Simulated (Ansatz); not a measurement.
Noncovalent pair: H2S (SMILES S) (first 3 atoms) with H2 (SMILES [H][H]); geometry from B3LYP-D3(BJ)/def2-TZVP.
(charge 0, multiplicity 1):
```xyz
5

S      0.4991    -0.6680     0.1584
H     -0.8080    -0.9414     0.2976
H      0.2840     0.6572     0.1677
H      0.1559    -0.1741     3.2753
H     -0.0537     0.0274     3.9616
```

Basis-set superposition error: the interaction energy with monomers in their own basis, and in the dimer's basis (counterpoise).

Programs: Ansatz (a quantum-chemistry and plane-wave program) with Gaussian orbitals. Values without a source in brackets are computed.

| level | uncorrected (kJ/mol) | counterpoise (kJ/mol) | difference |
|---|---|---|---|
| HF/aug-cc-pV(T+d)Z | 1.1 | 1.2 | 0.1 |
| HF/aug-cc-pV(Q+d)Z | 1.2 | 1.2 | 0.0 |
| BLYP/def2-TZVPPD | 0.9 | 1.1 | 0.1 |
| r2SCAN/def2-TZVPPD | -0.6 | -0.5 | 0.1 |
| B97M-V/def2-TZVPPD | -2.0 | -1.9 | 0.1 |
| PBE0/def2-TZVPPD | -1.3 | -1.2 | 0.1 |
| wB97X-V/def2-TZVPPD | -1.7 | -1.6 | 0.1 |
| SCS-MP2/aug-cc-pV(Q+d)Z | -1.1 | -0.8 | 0.3 |
| CCSD(T)/aug-cc-pV(T+d)Z | -1.9 | -1.3 | 0.6 |
| CCSD(T)/aug-cc-pV(Q+d)Z | -1.6 | -1.4 | 0.2 |

The error is largest for CCSD(T)/aug-cc-pV(T+d)Z (0.6 kJ/mol) and smallest for HF/aug-cc-pV(Q+d)Z (0.0 kJ/mol).
